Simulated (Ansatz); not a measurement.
The molecule ZnCl, multiplicity 2 (the spin of the measured ground state). No spin–orbit coupling. Zn is treated without relativity.

Seven points along R, fitted to fifth degree in 1/R; most abundant isotopes. In def2 and cc sets the state is the lowest found near the PBE0 minimum, followed along R.

Run with Ansatz (a program for electronic structure). Values without a source in brackets are computed.

Energies at BHLYP/def2-TZVPP:

```tsv
R (Å)	E (hartree)
2.007048	-2239.58253232
2.061001	-2239.58685637
2.110637	-2239.58904878
2.166748	-2239.58988250
2.222859	-2239.58933661
2.287603	-2239.58739608
2.363137	-2239.58383918
```

Task: With a reduced mass of 22.6044 u, find the minimum, the force constant and the constants.

Result: A fifth-degree polynomial in 1/R puts the minimum at r_e = 2.1703 Å with force constant 187 N/m. Then ω_e = (1/2πc)√(k/μ) = 375 cm⁻¹ and B_e = h/(8π²cμr_e²) = 0.1583 cm⁻¹; the cubic and quartic terms give α_e = 0.00089 and ω_e x_e = 1.6 cm⁻¹.
